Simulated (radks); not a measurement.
Task: Successive ionisation energies (eV) of one element, from differences of total energies of ions in their ground configurations, starting at charge 16: 432.10, 458.93, 813.05, 875.81, 940.18, 1006.1, 1073.7, 1142.7, 1213.3. Calculated with a radial shooting solver on a logarithmic mesh with Libxc functionals: Dirac Kohn-Sham, PBEsol, spin-unpolarised, spherical densities, point nucleus; open shells are shared between the two j in proportion to 2j + 1. Which element is it?

Result: Palladium (Z = 46). The first species listed is Pd16+ in [Ar] 3d10 4s2, the last Pd24+ in [Ar] 3d4.
